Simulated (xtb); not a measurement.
Nb(Me)5 (C5H15Nb), SMILES [CH3][Nb]([CH3])([CH3])([CH3])[CH3], multiplicity 1. All values are semi-empirical tight-binding results from xtb (GFN2-xTB unless named), good for trends rather than for accurate numbers. Geometry optimised at GFN2-xTB. The spin state was assumed, not searched.

For metal compounds this method's bond lengths and energies can be far off.

| Quantity | Result |
|---|---|
| orbital gap | 1.61 eV |
| zero-point energy | 107.2 kcal/mol |
| G − E(el) at 298.15 K (modified RRHO) | 82.0 kcal/mol |
